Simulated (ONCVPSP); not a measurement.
# Ge (Z = 32): ONCV pseudisation with PBE, scalar-relativistic reference atom.

Input for ONCVPSP 4.0.1:

```
# ATOM AND REFERENCE CONFIGURATION
# atsym  z   nc   nv     iexc    psfile
  Ge 32.00    5    2        4      upf
#
#   n    l    f
    1    0    2.00
    2    0    2.00
    2    1    6.00
    3    0    2.00
    3    1    6.00
    3    2   10.00
    4    0    1.00
#
# PSEUDOPOTENTIAL AND OPTIMIZATION
# lmax
    2
#
#   l,   rc,      ep,       ncon, nbas, qcut
    0    1.70    0.00    4    8    3.30
    1    1.55    0.19    4    8    5.70
    2    0.95    0.00    4    9   16.80
#
# LOCAL POTENTIAL
# lloc, lpopt,  rc(5),   dvloc0
    4    2    0.70    0.00
#
# VANDERBILT-KLEINMAN-BYLANDER PROJECTORs
# l, nproj, debl
    0    2    2.60
    1    2    3.00
    2    2    3.80
#
# MODEL CORE CHARGE
# icmod, fcfact, rcfact
    3    3.00    1.05
#
# LOG DERIVATIVE ANALYSIS
# epsh1, epsh2, depsh
   -4.00    5.00    0.02
#
# OUTPUT GRID
# rlmax, drl
    6.00    0.01
#
# TEST CONFIGURATIONS
# ncnf
    4
# nvcnf
#   n    l    f
    3
    3    2   10.00
    4    0    2.00
    4    1    2.00
#
    3
    3    2   10.00
    4    0    2.00
    4    1    1.00
#
    2
    3    2   10.00
    4    0    2.00
#
    3
    3    2   10.00
    4    0    1.00
    4    1    3.00
#
```

Command:

```bash
oncvpsp.x < Ge.dat > Ge.out
```

Resulting log (shortened: citation, most of the input echo, consistency checks and plot data are left out):

```
ONCVPSP  (Optimized Norm-Conservinng Vanderbilt PSeudopotential)
scalar-relativistic version 4.0.1

#   n    l    f        energy (Ha)
    1    0    2.00    -4.0408880E+02
    2    0    2.00    -5.1663845E+01
    2    1    6.00    -4.5305350E+01
    3    0    2.00    -7.4417383E+00
    3    1    6.00    -5.4982796E+00
    3    2   10.00    -2.3187147E+00
    4    0    1.00    -1.4867054E+00

Reference configufation results
  iterations    22
  all-electron total energy (Ha)   -2.09671363D+03

Begin loop to  construct optimized pseudo wave functions
and semi-local pseudopoentials for all angular momenta

   Wellstate for l =  0  n =  6
     eigenvalue =   1.1133
     asymptotic potential =   1.6133
     half-point radius =  2.9095

Calculating optimized projector #   1

 for l=   0

    Fraction of norm inside rc  0.443208
    Optimizing pswf for qcut=   3.30 a_B^-1,  ecut=   5.43 Ha
    Residual kinetic energy error=  1.56D-02 Ha

    Energy error per electron        Cutoff
         Ha          eV             Ha
         0.01000     0.27211        6.27
         0.00100     0.02721       45.24
         0.00010     0.00272       59.17
         0.00001     0.00027       71.71

Calculating optimized projector #   2

 for l=   0

    Fraction of norm inside rc  0.048819
    Optimizing pswf for qcut=   3.30 a_B^-1,  ecut=   5.43 Ha
    Residual kinetic energy error=  3.44D-02 Ha

    Energy error per electron        Cutoff
         Ha          eV             Ha
         0.01000     0.27211        7.12
         0.00100     0.02721       17.30
         0.00010     0.00272       48.12
         0.00001     0.00027       64.40

WARNING wellstate: moderately localized bound state found for n= 4 l=  1
WARNING scattering state with energy  0.05000000
WARNING will be used for the first projector

   Wellstate for l =  1  n =  6
     eigenvalue =   0.0500
     asymptotic potential =   0.5500
     half-point radius =  6.1082

   Wellstate for l =  1  n =  7
     eigenvalue =   3.0500
     asymptotic potential =   3.5500
     half-point radius =  3.3201

Calculating optimized projector #   1

 for l=   1

    Fraction of norm inside rc  0.051736
    Optimizing pswf for qcut=   5.70 a_B^-1,  ecut=  16.26 Ha
    Residual kinetic energy error=  1.23D-05 Ha

    Energy error per electron        Cutoff
         Ha          eV             Ha
         0.01000     0.27211        3.12
         0.00100     0.02721       10.27
         0.00010     0.00272       13.46
         0.00001     0.00027       17.46

Calculating optimized projector #   2

 for l=   1

    Fraction of norm inside rc  0.042423
    Optimizing pswf for qcut=   5.70 a_B^-1,  ecut=  16.26 Ha
    Residual kinetic energy error=  1.46D-03 Ha

    Energy error per electron        Cutoff
         Ha          eV             Ha
         0.01000     0.27211       10.34
         0.00100     0.02721       28.08
         0.00010     0.00272      105.65
         0.00001     0.00027      120.56

   Wellstate for l =  2  n =  5
     eigenvalue =   1.4813
     asymptotic potential =   1.9813
     half-point radius =  2.0042

Calculating optimized projector #   1

 for l=   2

    Fraction of norm inside rc  0.778478
    Optimizing pswf for qcut=  16.78 a_B^-1,  ecut= 140.82 Ha
    Residual kinetic energy error=  3.68D-06 Ha

    Energy error per electron        Cutoff
         Ha          eV             Ha
         0.01000     0.27211       96.54
         0.00100     0.02721      113.10
         0.00010     0.00272      125.01
         0.00001     0.00027      135.35

Calculating optimized projector #   2

 for l=   2

    Fraction of norm inside rc  0.020143
    Optimizing pswf for qcut=  16.78 a_B^-1,  ecut= 140.82 Ha
    Residual kinetic energy error=  1.62D-06 Ha

    Energy error per electron        Cutoff
         Ha          eV             Ha
         0.01000     0.27211       77.51
         0.00100     0.02721      100.20
         0.00010     0.00272      117.90
         0.00001     0.00027      131.32

Construct Vanderbilt / Kleinmman-Bylander projectors

B matrix Hermiticity error, ll=   0
   1   2   -1.3118E-04

  Orthonormal projector coefficients  1.2504E+01  1.7138E+00

B matrix Hermiticity error, ll=   1
   1   2    7.1561E-05

  Orthonormal projector coefficients  1.0323E+01  1.9864E+00

B matrix Hermiticity error, ll=   2
   1   2   -3.5942E-04

  Orthonormal projector coefficients -2.2345E+01 -5.2360E+00

Model core correction analysis
  based on d2Exc/dn_idn_j

d2excae - all-electron derivatives

   -3.399058D-02   -9.144799D-03
   -9.143716D-03   -5.414125D-02

d2excps - pseudofunction derivatives with no core correction

   -5.407920D-02   -1.062799D-02
   -1.062411D-02   -6.015722D-02

rms 2nd derivative error    1.053727E-02

rmatch, rhocmatch    0.4176   76.7522

Teter function model core charge with specified parameters

d2excps - pseudofunction derivatives with core correction

   -5.242426D-02   -1.058659D-02
   -1.058271D-02   -6.015527D-02

rms 2nd derivative error    9.748316E-03

Pseudoatom total energy  -89.950939

Diagnostic tests using Vanderbilt-Kleinman-Bylander pseudopotentials
  1 or more projectors used as specified by nproj input data

   l    rcore       rmatch      e in        delta e   norm test  slope test

   0   1.7033529   1.7550704  -1.4867054  -0.0000072   0.9999205   0.9999328
   0   1.7033529   1.7550704   1.1132946   0.0000024   1.0002028   1.0002028

   1   1.5571661   1.6044450   0.0500000   0.0000173   1.0001464   1.0001464
   1   1.5571661   1.6044450   3.0500000   0.0000008   1.0004673   1.0004673

   2   0.9534557   0.9824047  -2.3187147  -0.0000247   1.0002090   1.0002378
   2   0.9534557   0.9824047   1.4812853   0.0000643   1.0004746   1.0004746

 Testing for bound ghosts
   n   l    E NL Schr. Eq   E Basis Diag.   E Cutoff

   1   0       -1.486713       -1.485733     89.93

   2   1       -1.107447       -1.095628    124.70

   3   2       -2.318739       -2.316078    487.77

 Testing for highly-localized positive-energy ghosts
       l    <radius>/rc     E Basis Diag.   E Cutoff

       0        0.221955       -1.238085     89.93  WARNING - GHOST(+)

       1        0.459268        5.044873    124.70  WARNING - GHOST(+)

Test configuration 0

   n   l     f        eae           eps        diff
   1   0  2.0000 -404.08879965
   2   0  2.0000  -51.66384468
   2   1  6.0000  -45.30535013
   3   0  2.0000   -7.44173834
   3   1  6.0000   -5.49827965
   3   2 10.0000   -2.31871468   -2.31873938   -2.47D-05
   4   0  1.0000   -1.48670540   -1.48671256   -7.16D-06

    Total energies and differences
      AE_ref= -2.09671363D+03  AE_tst= -2.09671363D+03  dif=  0.00D+00
      PS_ref= -8.99509393D+01  PS_tst= -8.99509393D+01  dif= -3.98D-13
      PSP excitation error=  3.98D-13

Test configuration 1

   n   l     f        eae           eps        diff
   1   0  2.0000 -402.81570560
   2   0  2.0000  -50.41248757
   2   1  6.0000  -44.05181077
   3   0  2.0000   -6.19192659
   3   1  6.0000   -4.24897334
   3   2 10.0000   -1.07715362   -1.08296044   -5.81D-03
   4   0  2.0000   -0.43112376   -0.43158282   -4.59D-04
   4   1  2.0000   -0.14315416   -0.14490619   -1.75D-03

    Total energies and differences
      AE_ref= -2.09671363D+03  AE_tst= -2.09883316D+03  dif= -2.12D+00
      PS_ref= -8.99509393D+01  PS_tst= -9.20789189D+01  dif= -2.13D+00
      PSP excitation error=  8.46D-03

Test configuration 2

   n   l     f        eae           eps        diff
   1   0  2.0000 -403.15060002
   2   0  2.0000  -50.74465659
   2   1  6.0000  -44.38432619
   3   0  2.0000   -6.52362329
   3   1  6.0000   -4.58069972
   3   2 10.0000   -1.40818962   -1.41392066   -5.73D-03
   4   0  2.0000   -0.72980429   -0.73169652   -1.89D-03
   4   1  1.0000   -0.41315242   -0.41667580   -3.52D-03

    Total energies and differences
      AE_ref= -2.09671363D+03  AE_tst= -2.09855959D+03  dif= -1.85D+00
      PS_ref= -8.99509393D+01  PS_tst= -9.18026363D+01  dif= -1.85D+00
      PSP excitation error=  5.74D-03

Test configuration 3

   n   l     f        eae           eps        diff
   1   0  2.0000 -403.55957955
   2   0  2.0000  -51.14734444
   2   1  6.0000  -44.78776752
   3   0  2.0000   -6.92516083
   3   1  6.0000   -4.98220147
   3   2 10.0000   -1.80786425   -1.81084557   -2.98D-03
   4   0  2.0000   -1.07491036   -1.07722764   -2.32D-03

    Total energies and differences
      AE_ref= -2.09671363D+03  AE_tst= -2.09799220D+03  dif= -1.28D+00
      PS_ref= -8.99509393D+01  PS_tst= -9.12310787D+01  dif= -1.28D+00
      PSP excitation error=  1.57D-03

Test configuration 4

   n   l     f        eae           eps        diff
   1   0  2.0000 -402.88231889
   2   0  2.0000  -50.47638987
   2   1  6.0000  -44.11572528
   3   0  2.0000   -6.25782971
   3   1  6.0000   -4.31469004
   3   2 10.0000   -1.14104686   -1.14890507   -7.86D-03
   4   0  1.0000   -0.46624101   -0.46639837   -1.57D-04
   4   1  3.0000   -0.16843102   -0.17000707   -1.58D-03

    Total energies and differences
      AE_ref= -2.09671363D+03  AE_tst= -2.09854017D+03  dif= -1.83D+00
      PS_ref= -8.99509393D+01  PS_tst= -9.17872743D+01  dif= -1.84D+00
      PSP excitation error=  9.80D-03
```

Note: ghosts flagged at negative energy: s at -33.7 eV; GHOST(+) flagged for p at 137.3 eV. A true bound ghost makes a file unfit for plane-wave use.

The run took about 4.6 s on one core of a shared server CPU.
